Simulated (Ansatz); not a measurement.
`[SiH3]B1CO1` + `O[SiH2]F` → `F[SiH2]O[SiH3]` + `B1CO1` at 700 K and 1 bar (cleavage of the Si–B bond).

Calculated with Ansatz (gas phase, PBE0-D4/def2-TZVP geometries, no zero-point term in ΔE). CCSD(T)/CBS adds triple-zeta CCSD(T) − MP2 to the extrapolated MP2 energy (def2 sets, frozen cores). Each species was taken in one conformer, which may not be the lowest.

```csv
species,CCSD(T)/CBS energy (Eh),H − E (kJ/mol),S (J/(mol·K))
`[SiH3]B1CO1`,-430.07962,219.6,412.2
`O[SiH2]F`,-465.96250,137.3,346.2
`F[SiH2]O[SiH3]`,-756.28164,203.2,455.5
`B1CO1`,-139.80191,150.0,304.8
```

H − E and S are ideal-gas, rigid-rotor, harmonic terms from PBE0-D4/def2-TZVP, for one conformer and one mirror image of each species. 1 Eh = 2625.50 kJ/mol, R = 8.31446 J/(mol·K).

Task: By hand: ΔE, ΔH, ΔS and ΔG.

Result: ΔE = (-756.28164) + (-139.80191) − (-430.07962) − (-465.96250) = -0.04143 Eh = -108.8 kJ/mol. Δ(H − E) = 203.2 + 150.0 − 219.6 − 137.3 = -3.7, so ΔH = -112.5 kJ/mol. ΔS = 455.5 + 304.8 − 412.2 − 346.2 = 1.9 J/(mol·K). ΔG = -112.5 − 700 × (1.9)/1000 = -113.8 kJ/mol.

Task: By hand: the equilibrium constant, and the temperature at which ΔG would vanish if ΔH and ΔS stayed fixed.

Result: log₁₀ K = −ΔG/(RT ln 10) = 8.5. ΔH and −TΔS have one sign here, so there is no such temperature. One of them is within its doubt of zero, so this could turn.

The number of gas molecules stays the same, so ΔS is small and ΔH decides. A doubt of 5 kJ/mol in ΔE shifts log₁₀ K by 0.4 here. Other conformers and mirror images would add mixing entropy, several J/(mol·K) or more a flexible species. Modes under 60 cm⁻¹, often nearly free rotors, make the harmonic entropy too high. These are equilibria of isolated gas molecules and say nothing of rates. Largest T1 diagnostic: 0.016 (customary marks: 0.02 for closed shells, 0.045 for open ones).
